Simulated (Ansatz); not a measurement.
CH₄AlClO (`O[CH2][AlH][Cl]`), relaxed with RKS PBE0-D4/def2-TZVP in Ansatz from a PBE-D4/def2-SVP geometry. The force threshold is 0.005 eV/Å; the program also tests the step.

Charge 0, multiplicity 1.

Start:

```xyz
8

O     1.183   -1.110   -0.311
C     0.764    0.033    0.441
Al   -1.157    0.423    0.119
Cl   -1.740   -0.184   -1.843
H     0.889   -0.971   -1.232
H     1.414    0.931    0.262
H     0.917   -0.209    1.517
H    -2.271    1.086    1.049
```

Task: How much energy does the relaxation release, and in how many steps? (Estimate.)

Result: The calculation gave: 4.14 kJ/mol, in 15 steps, 1 of them rejected.

Task: Which bonds change most? (Best estimate.)

Result: Ansatz gave: Al3–Cl4 from 2.135 to 2.109 Å; C2–Al3 from 1.987 to 1.962 Å; C2–H6 from 1.123 to 1.103 Å; Al3–H8 from 1.595 to 1.577 Å.

Task: Give the relaxed structure. (Best estimate.)

Result: The calculation gave: 
```xyz
8

O     1.355   -0.911   -0.444
C     0.748    0.013    0.448
Al   -1.134    0.426    0.083
Cl   -1.807   -0.368   -1.752
H     0.815   -0.994   -1.234
H     1.325    0.952    0.471
H     0.832   -0.390    1.467
H    -2.134    1.272    0.961
```
